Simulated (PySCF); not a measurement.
## C₆ coefficients of unlike pairs at PBE0

Calculated with PySCF 2.14 from the dipole response of each species, C₆(A,B) = (3/π) ∫ α_A(iu) α_B(iu) du, in atomic units, from isotropic polarisabilities. For ions this is the dispersion term alone; charge-induced terms of lower order in 1/R come first.

| species | configuration | basis | relativity | α (bohr³) | C₆ (like pair) |
| --- | --- | --- | --- | --- | --- |
| Cr²⁺ | [Ar] 3d4 (5D) | x2c-QZVPPall with one added diffuse shell each of s, p, d, f, g type (12s8p6d4f3g) | spin-free X2C | 4.273 | 12.74 |
| V | [Ar] 3d3 4s2 (4F) | aug-cc-pVTZ with one added diffuse shell each of s, p, d, f, g type (9s8p6d4f3g) | none | 98.32 | 1082 |
| O³⁺ | [He] 2s2 2p1 (2P) | aug-cc-pwCVDZ (5s4p2d) | none | 1.356 | 1.251 |
| Se³⁺ | [Ar] 3d10 4s2 4p1 (2P) | aug-cc-pVTZ-PP with one added diffuse shell each of s, d, f type with ECP10MDF (7s5p5d3f) | core potential | 6.587 | 22.38 |

Question: Estimate C₆ for O³⁺ with V.

Answer: The integral gives 27.26. The combination rule 2 C_A C_B / (C_A α_B/α_A + C_B α_A/α_B) gives 25.62 and the geometric mean 36.79.

No spin-orbit coupling is included.

The other pairs:

| pair | C₆ |
| --- | --- |
| V, Cr²⁺ | 85.11 |
| Se³⁺, Cr²⁺ | 16.39 |
| O³⁺, Cr²⁺ | 3.981 |
| Se³⁺, O³⁺ | 5.212 |
| Se³⁺, V | 125.5 |
